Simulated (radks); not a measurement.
Question: The table gives one normalised radial function P(r) = r R(r) of Os2+ in [Xe] 4f14 5d6 (r in bohr). Method: scalar-relativistic Kohn-Sham, PBE, spin-unpolarised, spherical densities, finite nucleus; Fermi nuclear charge, rms radius 5.4126 fm; hard spherical wall at 6 bohr; computed with a radial shooting solver on a logarithmic mesh with Libxc functionals.

r	P
0.001178	0.0000
0.00136	0.0000
0.001571	0.0000
0.001829	0.0000
0.002112	0.0000
0.002439	0.0001
0.002817	0.0001
0.003253	0.0001
0.003757	0.0002
0.004338	0.0003
0.00501	0.0005
0.005786	0.0007
0.006683	0.0010
0.007718	0.0015
0.008913	0.0021
0.01038	0.0032
0.01198	0.0046
0.01384	0.0067
0.01598	0.0096
0.01846	0.0137
0.02132	0.0194
0.02462	0.0272
0.02843	0.0376
0.03284	0.0514
0.03792	0.0691
0.04379	0.0912
0.05058	0.1178
0.05841	0.1482
0.068	0.1828
0.07853	0.2148
0.0907	0.2413
0.1047	0.2560
0.121	0.2519
0.1397	0.2218
0.1613	0.1609
0.1863	0.0690
0.2152	-0.0472
0.2485	-0.1732
0.287	-0.2874
0.3315	-0.3654
0.3828	-0.3849
0.4456	-0.3276
0.5147	-0.2001
0.5944	-0.0161
0.6864	0.1996
0.7928	0.4170
0.9155	0.6074
1.057	0.7476
1.221	0.8244
1.41	0.8359
1.629	0.7899
1.881	0.7003
2.172	0.5835
2.529	0.4488
2.921	0.3258
3.373	0.2186
3.895	0.1335
4.499	0.0716
5.195	0.0299
6	0.0000

Which n and l does it have? It may be an empty orbital.

Answer: n = 5, l = 2: the number of nodes gives n - l - 1 = 2, the rise at small r (about r^(l+1), flatter next to the nucleus through relativity) gives l, and the extent must fit the shell. The curve is that of 5d. 5d: eigenvalue -22.858 eV, 2 radial nodes at r = 0.203, 0.601 bohr, <r> = 1.69 bohr, 90 % of the charge inside 2.61 bohr.
